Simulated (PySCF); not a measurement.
Energy landscape of H2Be, singlet: map of symmetric stretch and bend. Scanned: Be-H bond length and H-Be-H angle.

Computed with restricted Hartree-Fock/STO-3G run with PySCF.

Energy in mEh above the lowest grid point; x is the Be-H bond length (Å), y the H-Be-H angle (°).

```csv
y \ x,1.13,1.20,1.24,1.33,1.40,1.44,1.53,1.59,1.67,1.74,1.80
180,25.6,6.5,1.0,0.0,7.6,14.6,35.6,52.9,79.0,104.0,126.5
171.58,26.3,7.2,1.7,0.7,8.3,15.2,36.3,53.5,79.6,104.5,127.0
160.39,29.4,10.3,4.8,3.7,11.2,18.2,39.1,56.3,82.3,107.1,129.6
151.46,33.6,14.6,9.0,7.8,15.3,22.2,43.0,60.1,86.0,110.7,133.1
139.34,42.1,23.0,17.4,16.0,23.4,30.1,50.7,67.7,93.3,117.9,140.0
130.61,50.2,31.0,25.4,23.9,31.1,37.8,58.1,74.9,100.4,124.7,146.7
120.34,62.1,42.9,37.2,35.5,42.5,49.0,69.1,85.6,110.8,134.8,156.6
108.61,79.4,60.0,54.3,52.2,58.9,65.3,84.9,101.2,125.8,149.5,170.8
100.28,94.5,75.1,69.2,66.9,73.3,79.5,98.7,114.7,139.0,162.2,183.3
90.76,115.5,95.8,89.8,87.1,93.2,99.1,117.8,133.4,157.0,179.7,200.3
80.92,142.0,122.1,115.9,112.7,118.3,124.0,141.9,157.0,179.9,202.0,222.0
70,178.3,158.0,151.6,147.8,152.9,158.2,175.3,189.8,211.8,233.1,252.3
```

Points that lie below all their neighbours on the grid: x = 1.33, y = 180 on the edge of the grid (0.0 mEh).
